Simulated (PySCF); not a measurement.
Caution: the restricted solution is unstable towards spin-unrestricted or complex orbitals, so a lower solution exists and this singlet may not be the ground state.  The multiplicity is imposed and other spin states were not computed.

[Hf(OH)2] (charge 0, multiplicity 1)

The numbers are results of PySCF 2.14.0 with PBE-D3(BJ)/def2-TZVP // r2SCAN-D4/def2-SVP, not measurements.

| Quantity | Result |
|---|---|
| HOMO | -4.01 eV |
| dipole moment | 2.29 D |
| HOMO–LUMO gap | 1.42 eV |
| LUMO | -2.59 eV |
| charge on the central atom (Mulliken) | 0.54 e |
| total energy | -5433.19 eV |
| cost | around 21 core-seconds (rough) |

```xyz
5

Hf     0.2108    -0.1559     0.4837
O     -1.5276    -0.8654     0.1466
H     -2.3378    -1.0059    -0.3488
O      1.3586     0.9987    -0.5104
H      1.6215     1.5513    -1.2501
```
